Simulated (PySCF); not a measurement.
Si(Cl)(H)2(NCO) (CH₂ClNOSi), SMILES O=C=N[SiH2]Cl. Heavy atoms are numbered as in [SiH2:1]([Cl:2])[N:3]=[C:4]=[O:5]. Hydrogens are named by the atom that carries them.

Geometry optimised at PBE0-D3(BJ)/def2-SVP. One conformer was computed; it need not be the lowest.

Method: M06-2X/def2-TZVP (PySCF).

Atomic charges (e), one atom of each kind:

```csv
atom,meta-Löwdin,Löwdin
Si1 (SiH2),___,-0.07
Cl2,-0.30,0.22
N3,___,0.05
C4,___,-0.32
O5,-0.36,0.19
H on Si1,-0.10,-0.03
```

**Question.** Complete the blanks. (Estimate from the structure and the level; the computed values follow.)

**Answer.** 
- Si1 (SiH2), meta-Löwdin: 0.86
- N3, meta-Löwdin: -0.54
- C4, meta-Löwdin: 0.54

**Question.** Give the Mayer and Wiberg (Löwdin basis) orders of the bonds. (The exact figures need the calculation; the answer reports its results.)

**Answer.** 
```csv
bond,Mayer,Wiberg
Si1–Cl2,1.17,1.84
Si1–N3,1.10,1.35
N3–C4,2.08,2.47
C4–O5,2.14,2.86
```
